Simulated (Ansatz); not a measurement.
One geometry of the cluster Si₃S₄⁻, several levels of theory.

```yaml
crystal:
  periodic: [false, false, false]
  atoms:
    - {symbol: Si, position_ang: [-1.508261, 1.088077, -0.854010]}
    - {symbol: Si, position_ang: [0.375931, 0.165502, 1.068907]}
    - {symbol: Si, position_ang: [-0.150691, -1.009877, -1.018053]}
    - {symbol: S, position_ang: [-1.697161, 0.775848, 1.381221]}
    - {symbol: S, position_ang: [0.526162, -2.234594, -2.463712]}
    - {symbol: S, position_ang: [1.698968, -0.349031, 2.505941]}
    - {symbol: S, position_ang: [0.755052, 1.564065, -0.620293]}
basis:
  gaussian: {orbitals: def2-TZVPD, initial_orbitals: start.molden}
total_charge: -1
magnetization: {spin_polarized: true, initial_magnetization: 1}
hamiltonian: {xc: lda}
scf: {omitted_lower_state_checks: [starts]}
output: {orbitals: {seedname: orbitals}}
```

The file start.molden holds the orbitals of an earlier run on this structure, at another level or in another basis.

```sh
$ ansatz run in.yaml --threads 4 --pin off --events-out ev --progress --plain --max-ram 4787MiB
```

It prints (some lines left out):

```
Functional definition: SPW92
1997 factors; their error is unknown
mean field evaluation 1: about -66740.6939 eV, gradient 2.6e1 eV
mean field evaluation 2: about -66741.3273 eV, gradient 8.4e-1 eV
mean field evaluation 4: about -66741.3279 eV, gradient 5.4e-2 eV
mean field evaluation 8: about -66741.3280 eV, gradient 1.7e-5 eV
mean field -66741.32796434 eV, -2452.6985637926 hartree, gradient 1.7e-5 eV, S^2 0.751964; 0 other end points of the search recorded, 0 dependent functions left out
reference -66741.32802997 eV, -2452.6985662045 hartree; 54, 53 occupied and 259, 260 virtual orbitals, 1997 factors
Total energy: -66741.32802997 eV, -2452.6985662045 hartree
Checks for a lower state left out: starts
```

It took 2.9 s on 4 threads of Intel Xeon 6975P-C on a shared host, peak host memory 0.86 GiB.

The first input with `gaussian: {orbitals: STO-3G}`, `hamiltonian: {xc: hf}` (abridged; 0.6 s):

```
Functional definition: HF
mean field evaluation 16: about -66107.8505 eV, gradient 3.3e-5 eV
mean field -66107.85047668 eV, -2429.4186955075 hartree, gradient 1.6e-5 eV, S^2 0.843088
Total energy: -66107.85047668 eV, -2429.4186955075 hartree
Checks for a lower state left out: starts
```

First input, but with `hamiltonian: {xc: pbe}`, `correlation: {method: rpa}` and without the key `output` (abridged; 9 s):

```
Functional definition: PBE
mean field -66952.98249377 eV, -2460.4767242846 hartree, gradient 3.9e-6 eV, S^2 0.755327
35 core orbitals not correlated: weight in the atoms' cores, before any rotation towards them, 1.000 or more for the frozen orbitals, at most 0.000 for the correlated occupied ones
Total energy: -66906.34301758 eV, -2458.7627551478 hartree
Checks for a lower state left out: starts
```

The first input with `correlation: {method: mp2}` and without the key `hamiltonian` (abridged; 12 s):

```
Functional definition: HF
mean field -66863.49113507 eV, -2457.1879775117 hartree, gradient 2.4e-6 eV, S^2 0.844107
35 core orbitals not correlated: weight in the atoms' cores, before any rotation towards them, 1.000 or more for the frozen orbitals, at most 0.000 for the correlated occupied ones
second order -27.42704941 eV of doubles, -0.00000000 eV of singles
Total energy: -66890.91818448 eV, -2458.1959029867 hartree
Checks for a lower state left out: starts
```

First input, but with `hamiltonian: {xc: hf}` (abridged; 11 s):

```
Functional definition: HF
the host lacks memory for fits, so the integrals are decomposed
mean field -66863.49113507 eV, -2457.1879775117 hartree, gradient 4.1e-5 eV, S^2 0.844107
Total energy: -66863.49113507 eV, -2457.1879775117 hartree
Checks for a lower state left out: starts
```

The first input with `hamiltonian: {xc: pbe, dispersion: d4}`, `output: {forces: true, orbitals: {seedname: orbitals}}` (abridged; 5.5 s):

```
Functional definition: PBE
mean field -66952.98251919 eV, -2460.4767252187 hartree, gradient 1.8e-5 eV, S^2 0.755327
Total energy: -66953.57717941 eV, -2460.4985785786 hartree
Atom 0 force     0.289211    -0.109014     0.301299 eV/Å
Atom 1 force    -0.065762     0.127787    -0.023375 eV/Å
Atom 2 force     0.094653    -0.041902    -0.156225 eV/Å
Atom 3 force     0.237848    -0.038948    -0.223503 eV/Å
Atom 4 force    -0.101131     0.245042     0.255293 eV/Å
Atom 5 force    -0.235097     0.086311    -0.261553 eV/Å
Atom 6 force    -0.219721    -0.269275     0.108063 eV/Å
Dipole moment:    -0.418865     0.316228    -0.181496 e Å
Checks for a lower state left out: starts
```

The first input with `hamiltonian: {xc: {name: B3LYP}, dispersion: d4}` (abridged; 9.5 s):

```
Functional definition: B3LYP
the host lacks memory for fits, so the integrals are decomposed
mean field -66985.59221869 eV, -2461.6751095717 hartree, gradient 6.1e-5 eV, S^2 0.760776
Total energy: -66986.57899931 eV, -2461.7113730904 hartree
Checks for a lower state left out: starts
```

Geometry: PBE-D4/def2-SVPD.

B3LYP takes the VWN-RPA correlation. Correlated methods freeze 35 core orbitals. At HF/STO-3G, MP2/def2-TZVPD, HF/def2-TZVPD the charge -1 doublet is spin-contaminated (final ⟨S²⟩ up to 0.84, 0.75 for a pure state). At HF/STO-3G the highest occupied level of the charge -1 doublet lies above zero (up to 1.22 eV). In Hartree–Fock with STO-3G the lack of diffuse functions raises the level. Another isomer (doublet) lies 0.71 eV lower at PBE0-D4/def2-TZVPD; other spin states weren't run for this one.
